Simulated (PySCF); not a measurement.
Computed properties of Se(I)(Me) (CH₃ISe), SMILES C[Se]I

CH3ISe, SMILES C[Se]I. Geometry: PBE0-D3(BJ)/def2-SVP. The def2 effective core potentials stand for the cores of I; spin–orbit coupling is left out. One conformer was computed; it need not be the lowest. All values are computed for the isolated molecule unless a solvent is named; none is compared with measurement here.

**Structure.** The optimised structure has Cs symmetry. All 12 harmonic modes at PBE0-D3(BJ)/def2-SVP (PySCF) are real, so it is a minimum. With heavy atoms numbered as in [Se:1]([I:2])[CH3:3], the shortest bond between them is Se1–C3 at 1.941 Å and the longest Se1–I2 at 2.528 Å.

**Vibrations.** The strongest infrared lines (harmonic, unscaled, degenerate partners summed) lie at 1445 cm⁻¹ (15 km/mol, H 95 %), 904 cm⁻¹ (14 km/mol, H 81 %, C 18 %), 1418 cm⁻¹ (11 km/mol, H 95 %). The softest mode is at 163 cm⁻¹ and the zero-point energy is 23.8 kcal/mol.

**Electronic structure.** PBE0/def2-TZVPD (PySCF) places the frontier levels at -6.41 and -2.56 eV, a gap of 3.85 eV, and gives a dipole moment of 1.83 D and a mean polarisability of 79.3 bohr³.

**Excitations.** TDA-ωB97X/def2-SVPD (PySCF) has S1 at 2.52 eV (493 nm, f = 0.001, dark); the most intense of the 10 singlets computed lies at 6.31 eV (f = 0.24). T1 (TDA) is at 1.86 eV, 0.66 eV under S1.
